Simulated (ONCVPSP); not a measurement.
An all-electron radial function and its pseudo partner (Ge)

Columns: radius, all-electron u(r) and pseudo u(r) of the 3p shell (level -116.29 eV) of germanium in the configuration [Ne] 3s2 3p6 3d10 4s1.5 4p2.5; LDA (Perdew-Wang 92), scalar-relativistic, ONCV scheme, ONCVPSP 4.0.1.

| r (bohr) | all-electron | pseudo |
| --- | --- | --- |
| 0.057 | -0.4799 | 0.0416 |
| 0.115 | -0.7137 | 0.1620 |
| 0.172 | -0.4706 | 0.3403 |
| 0.230 | -0.0065 | 0.5571 |
| 0.288 | 0.4692 | 0.7809 |
| 0.345 | 0.8492 | 0.9814 |
| 0.402 | 1.1136 | 1.1428 |
| 0.460 | 1.2708 | 1.2548 |
| 0.518 | 1.3357 | 1.3102 |
| 0.575 | 1.3333 | 1.3137 |
| 0.632 | 1.2859 | 1.2755 |
| 0.690 | 1.2085 | 1.2051 |
| 0.747 | 1.1163 | 1.1165 |
| 0.805 | 1.0151 | 1.0163 |
| 0.862 | 0.9146 | 0.9155 |
| 0.920 | 0.8153 | 0.8157 |
| 0.977 | 0.7232 | 0.7232 |
| 1.035 | 0.6364 | 0.6363 |
| 1.092 | 0.5586 | 0.5585 |
| 1.150 | 0.4873 | 0.4871 |
| 1.208 | 0.4236 | 0.4234 |
| 1.265 | 0.3680 | 0.3679 |
| 1.322 | 0.3190 | 0.3189 |
| 1.380 | 0.2752 | 0.2751 |
| 1.438 | 0.2369 | 0.2369 |
| 1.495 | 0.2042 | 0.2041 |

**Question.** How many radial nodes do the two functions have?

**Answer.** The all-electron 3p function has n − l − 1 = 1; the pseudo-wave has 0, since the states of the same l below it are removed with the core.

**Question.** At about which radius was the pseudo-wave matched?

**Answer.** 1.15 bohr. The columns agree to 0.0005 from 0.92 bohr on; several derivatives are matched, so the curves merge somewhat inside the radius.

**Question.** Is the pseudo-wave norm-conserving?

**Answer.** Yes: the ONCV scheme keeps the norm inside the radius equal to the all-electron one, which fixes the energy derivative of the logarithmic derivative at the level.
